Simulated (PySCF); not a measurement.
**Cr: ionisation energy**

Cr [Ar] 3d5 4s1 [3d3/2^4 3d5/2^1 4s1/2^1, M_J = 3] → Cr⁺ [Ar] 3d5 [3d3/2^4 3d5/2^1, M_J = 5/2], as a difference of total energies. Calculation: PySCF 2.14, in x2c-TZVPPall-2c (6s7p4d2f1g, 70 functions); the two-component X2C-1e Hamiltonian. Correlated levels: [Ne] frozen; the 6 highest virtual spinors dropped. "Screened" scales the spin-orbit matrix elements by Boettger's factors to mimic the two-electron term; Breit and QED terms are absent.

```
                    method  ionisation energy (eV)
 GHF (screened spin-orbit)                   6.016
GMP2 (screened spin-orbit)                   6.745
```

**Question.** How much does correlation contribute at GMP2 (screened spin-orbit)?

**Answer.** 6.745 − (6.016) = 0.729 eV, measured against GHF (screened spin-orbit).

Errors of the correlated levels include the incompleteness of this basis and the frozen core.

The labels give the starting determinants; with spin-orbit coupling the two ends relaxed to ⟨J²⟩ = 12.00, ⟨L²⟩ = 0.00, ⟨S²⟩ = 12.00 and ⟨J²⟩ = 8.75, ⟨L²⟩ = 0.00, ⟨S²⟩ = 8.75.

For comparison: 6.767 eV (measured; NIST Atomic Spectra Database, ionization energies).
